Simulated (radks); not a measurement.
These are the eigenvalues of the occupied orbitals of an atom or ion with whole-number occupations (hartree). Calculated with a radial shooting solver on a logarithmic mesh with Libxc functionals: Dirac Kohn-Sham, OLYP, spin-unpolarised, spherical densities, finite nucleus; Fermi nuclear charge, rms radius of each element as measured or else 0.836 A^(1/3) + 0.57 fm.

| orbital | eigenvalue |
|---|---|
| 1s1/2 | -2550.227 |
| 2s1/2 | -441.0182 |
| 2p1/2 | -421.9032 |
| 2p3/2 | -372.2047 |
| 3s1/2 | -102.4234 |
| 3p1/2 | -93.88974 |
| 3p3/2 | -83.13777 |
| 3d3/2 | -68.74960 |
| 3d5/2 | -66.40778 |
| 4s1/2 | -21.98265 |
| 4p1/2 | -18.43924 |
| 4p3/2 | -15.94403 |
| 4d3/2 | -10.11775 |
| 4d5/2 | -9.65719 |
| 5s1/2 | -3.97003 |
| 5p1/2 | -2.91285 |
| 5p3/2 | -2.54298 |
| 4f5/2 | -2.35525 |
| 4f7/2 | -2.27230 |
| 5d3/2 | -1.16146 |
| 5d5/2 | -1.12539 |

Which element is it, and in what charge state? The configuration may be excited. Open shells, if any, are shared by 2j + 1.

Answer. Z = 74, tungsten, charge +3: W3+ in [Xe] 4f14 5d3. The list shows which subshells hold electrons but not how many an open one holds; the 1s level, -2550.2 hartree, gives Z - s = 71.4 by -(Z - s)^2/2, which with screening and relativity narrows Z to a few neighbours, and the depths of the outer levels then fix element, charge and occupations together.
